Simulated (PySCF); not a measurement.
diphosphane cation (H4P2), SMILES PP (connectivity only; charge and spin as stated), charge +1, multiplicity 2.

The structure is a stationary point at PBE0-D3(BJ)/def2-TZVP. The spin state was assumed, not searched.

Two levels are set side by side: PBE/def2-TZVPD (PySCF) and CAM-B3LYP/def2-TZVPD (PySCF). Same geometry, gas phase. Differences are taken from unrounded values.

```tsv
quantity	CAM-B3LYP
α-spin orbital gap (eV)	9.84
β-spin orbital gap (eV)	6.53
mean polarisability (bohr³)	50.9
```

Problem. What does PBE give, and how far is it from CAM-B3LYP? (An estimate is asked for; the answer gives what the named calculation found.)

Solution. 
```tsv
quantity	PBE	PBE minus CAM-B3LYP
α-spin orbital gap (eV)	5.29	-4.54
β-spin orbital gap (eV)	2.61	-3.92
mean polarisability (bohr³)	49.8	-1.1
```

Rough cost on one machine, each run with all the roots and properties that it gave: CAM-B3LYP against PBE about 1/2.
